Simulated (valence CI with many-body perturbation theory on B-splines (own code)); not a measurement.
E1 transitions of Rh XXXIII

Computed by relativistic CI+MBPT: three valence electrons over a frozen Dirac-Fock core [Ne], radial functions for each j: 11 s, 11 p, 9 d, 7 f, 5 g, 2 h, 1 i, with the one-electron correlation potential Σ1 (screened to all orders), the two-electron term Σ2, the three-electron term Σ3, Breit, model QED; selected single and double excitations, second order for the rest (own B-spline code, finite nucleus).

The last digits are not significant, and no measured levels were compared; by estimate large intervals hold to a few tenths of a per cent, small ones and those within an open d or f shell to about a per cent.

Lines 101 to 150 of 281 in falling wavelength, among levels below 3152.5 × 10³ cm⁻¹, chosen from the strongest by gf and those to the six lowest levels. Wavelengths and rates use the calculated energies. Electric multipoles are in the length gauge, E1 and E2 with the static RPA response of the core. Weak lines are less certain than strong ones. Lines between different terms over intervals too small for the method are left out, as are lines whose strength nearly cancels. The highest levels of a list are the least certain.

Levels are named by their leading jj configuration (3d3/2^4 stands for four electrons in 3d with j = 3/2), which in mixed levels can hold well under half, so a name can repeat and another be missing. Letters in brackets count levels of one name in rising energy.

| λ vac (nm) | Upper | Lower | A (s⁻¹) | log gf | Branch % |
| --- | --- | --- | --- | --- | --- |
| 10.13 | (3p1/2 3p3/2 3d3/2) J=7/2 | (3s 3p1/2 3d3/2) J=5/2 | 3.52e+10 | -0.36 | 62.7 |
| 10.13 | (3s 3p1/2 3d5/2) J=7/2 | (3s 3p1/2 3p3/2) J=5/2 | 1.67e+10 | -0.69 | 86.4 |
| 10.13 | (3s 3d3/2 3d5/2) J=5/2 [a] | (3s 3p3/2 3d5/2) J=7/2 [a] | 9.10e+09 | -1.08 | 4.8 |
| 10.11 | (3s 3d3/2 3d5/2) J=5/2 [a] | (3s 3p3/2 3d3/2) J=3/2 [a] | 4.07e+10 | -0.43 | 21.4 |
| 10.08 | (3s 3d3/2 3d5/2) J=5/2 [a] | (3s 3p3/2 3d3/2) J=5/2 [a] | 2.40e+10 | -0.66 | 12.7 |
| 10.07 | (3p1/2 3p3/2 3d3/2) J=3/2 [b] | (3s 3p1/2 3d3/2) J=1/2 | 1.20e+10 | -1.14 | 6.1 |
| 10.06 | (3p1/2 3p3/2^2) J=1/2 | (3s 3p1/2 3p3/2) J=3/2 [b] | 7.81e+10 | -0.62 | 75.3 |
| 10.05 | (3p1/2 3p3/2 3d3/2) J=3/2 [b] | (3s 3p1/2 3d3/2) J=3/2 [b] | 1.90e+10 | -0.94 | 9.6 |
| 10.05 | (3s 3p1/2 3d3/2) J=3/2 [b] | (3s 3p1/2 3p3/2) J=5/2 | 6.35e+08 | -2.41 | 0.5 |
| 10.04 | (3p1/2 3p3/2 3d5/2) J=5/2 [b] | (3s 3p1/2 3d3/2) J=3/2 [b] | 1.82e+10 | -0.78 | 11.2 |
| 10.04 | (3s 3p3/2 3d5/2) J=3/2 [a] | (3s 3p3/2^2) J=5/2 | 4.97e+10 | -0.52 | 76.6 |
| 10.02 | (3p1/2 3p3/2 3d5/2) J=3/2 [a] | (3p1/2 3p3/2^2) J=3/2 | 3.07e+10 | -0.73 | 24.4 |
| 10.01 | (3s 3p1/2 3d5/2) J=3/2 | (3s 3p1/2 3p3/2) J=1/2 | 6.03e+10 | -0.44 | 32.5 |
| 9.987 | (3p1/2 3p3/2 3d5/2) J=5/2 [a] | (3p1/2 3p3/2^2) J=3/2 | 8.99e+09 | -1.09 | 6.6 |
| 9.981 | (3p1/2^2 3p3/2) J=3/2 | (3s 3p1/2^2) J=1/2 | 1.88e+10 | -0.95 | 33.6 |
| 9.963 | (3s 3d3/2 3d5/2) J=7/2 | (3s 3p3/2 3d3/2) J=5/2 [a] | 5.42e+10 | -0.19 | 33.5 |
| 9.962 | (3p1/2 3p3/2 3d5/2) J=1/2 | (3p1/2 3p3/2^2) J=1/2 | 8.33e+10 | -0.61 | 59.5 |
| 9.941 | (3s 3p1/2 3d5/2) J=5/2 [a] | (3s 3p1/2 3p3/2) J=3/2 [a] | 1.62e+10 | -0.84 | 62.4 |
| 9.935 | (3p1/2 3p3/2 3d3/2) J=1/2 [b] | (3s 3p1/2 3d3/2) J=1/2 | 2.87e+10 | -1.07 | 14.4 |
| 9.923 | (3p1/2 3p3/2 3d5/2) J=3/2 [b] | (3p1/2 3p3/2^2) J=1/2 | 2.67e+10 | -0.80 | 21.1 |
| 9.912 | (3p1/2 3p3/2 3d3/2) J=3/2 [a] | (3s 3p1/2 3d3/2) J=3/2 [a] | 3.48e+10 | -0.69 | 34.1 |
| 9.904 | (3p1/2 3p3/2 3d5/2) J=3/2 [a] | (3s 3p1/2 3d5/2) J=5/2 [a] | 3.05e+10 | -0.75 | 24.3 |
| 9.901 | (3s 3p1/2 3d5/2) J=5/2 [b] | (3s 3p1/2 3p3/2) J=5/2 | 2.84e+10 | -0.60 | 33.9 |
| 9.874 | (3p1/2 3p3/2 3d5/2) J=5/2 [a] | (3s 3p1/2 3d5/2) J=5/2 [a] | 2.93e+10 | -0.59 | 21.4 |
| 9.862 | (3p3/2^2 3d5/2) J=9/2 | (3s 3p3/2 3d5/2) J=9/2 | 2.62e+10 | -0.42 | 28.9 |
| 9.828 | (3p1/2 3p3/2^2) J=3/2 | (3s 3p1/2 3p3/2) J=3/2 [a] | 5.00e+10 | -0.54 | 46.3 |
| 9.798 | (3p3/2^2 3d3/2) J=3/2 | (3s 3p1/2 3d5/2) J=3/2 | 1.59e+10 | -1.04 | 7.4 |
| 9.786 | (3p1/2 3p3/2 3d3/2) J=1/2 [a] | (3s 3p1/2 3d3/2) J=3/2 [a] | 8.01e+10 | -0.64 | 76.2 |
| 9.783 | (3s 3p1/2 3d5/2) J=5/2 [c] | (3s 3p1/2 3p3/2) J=3/2 [b] | 7.10e+10 | -0.21 | 87.0 |
| 9.783 | (3s 3p3/2 3d5/2) J=5/2 [b] | (3s 3p3/2^2) J=3/2 | 1.03e+11 | -0.05 | 40.8 |
| 9.751 | (3s 3p3/2 3d5/2) J=1/2 | (3s 3p3/2^2) J=1/2 | 7.62e+10 | -0.66 | 33.5 |
| 9.745 | (3s 3p3/2 3d5/2) J=3/2 [b] | (3s^2 3d5/2) J=5/2 | 1.10e+11 | -0.20 | 53.0 |
| 9.685 | (3s 3p3/2 3d5/2) J=5/2 [a] | (3s 3p3/2^2) J=5/2 | 8.99e+10 | -0.12 | 90.9 |
| 9.680 | (3p1/2 3p3/2 3d5/2) J=7/2 [b] | (3s 3p1/2 3d5/2) J=7/2 | 1.20e+10 | -0.87 | 16.1 |
| 9.677 | (3s 3d3/2 3d5/2) J=7/2 | (3s 3p3/2 3d5/2) J=9/2 | 8.09e+09 | -1.04 | 5.0 |
| 9.674 | (3s 3d5/2^2) J=9/2 | (3s 3p3/2 3d5/2) J=7/2 [a] | 6.57e+10 | -0.04 | 46.1 |
| 9.661 | (3s 3p1/2 3p3/2) J=1/2 | (3s^2 3p1/2) J=1/2 | 1.41e+11 | -0.40 | 95.8 |
| 9.655 | (3s 3p3/2 3d5/2) J=5/2 [b] | (3s^2 3d5/2) J=5/2 | 1.00e+11 | -0.07 | 39.6 |
| 9.647 | (3s 3p3/2 3d3/2) J=5/2 [b] | (3s^2 3d3/2) J=3/2 | 1.43e+11 | 0.08 | 59.6 |
| 9.645 | (3p1/2 3p3/2 3d3/2) J=3/2 [b] | (3p1/2 3p3/2^2) J=3/2 | 1.83e+10 | -0.99 | 9.2 |
| 9.642 | (3s 3p3/2^2) J=1/2 | (3s^2 3p3/2) J=3/2 | 1.01e+11 | -0.55 | 95.7 |
| 9.633 | (3p1/2 3p3/2 3d5/2) J=5/2 [b] | (3p1/2 3p3/2^2) J=3/2 | 1.63e+10 | -0.87 | 10.0 |
| 9.583 | (3s 3p3/2 3d3/2) J=1/2 [b] | (3s^2 3d3/2) J=3/2 | 8.31e+10 | -0.64 | 42.6 |
| 9.527 | (3p1/2 3p3/2 3d5/2) J=5/2 [b] | (3s 3p1/2 3d5/2) J=5/2 [a] | 1.32e+10 | -0.97 | 8.1 |
| 9.496 | (3p3/2^3) J=3/2 | (3s 3p3/2^2) J=3/2 | 2.24e+11 | 0.08 | 73.7 |
| 9.464 | (3s 3p3/2 3d5/2) J=3/2 [b] | (3s 3p3/2^2) J=1/2 | 7.79e+10 | -0.38 | 37.6 |
| 9.438 | (3s 3p1/2 3d3/2) J=3/2 [b] | (3s 3p1/2 3p3/2) J=3/2 [a] | 8.64e+09 | -1.34 | 6.4 |
| 9.427 | (3s 3p1/2 3d3/2) J=1/2 | (3s 3p1/2 3p3/2) J=3/2 [a] | 2.65e+09 | -2.15 | 1.7 |
| 9.404 | (3s 3d3/2 3d5/2) J=3/2 | (3s 3p3/2 3d3/2) J=1/2 [a] | 4.26e+10 | -0.65 | 20.2 |
| 9.385 | (3s 3d3/2 3d5/2) J=3/2 | (3s 3p3/2 3d3/2) J=3/2 [a] | 3.00e+10 | -0.80 | 14.2 |
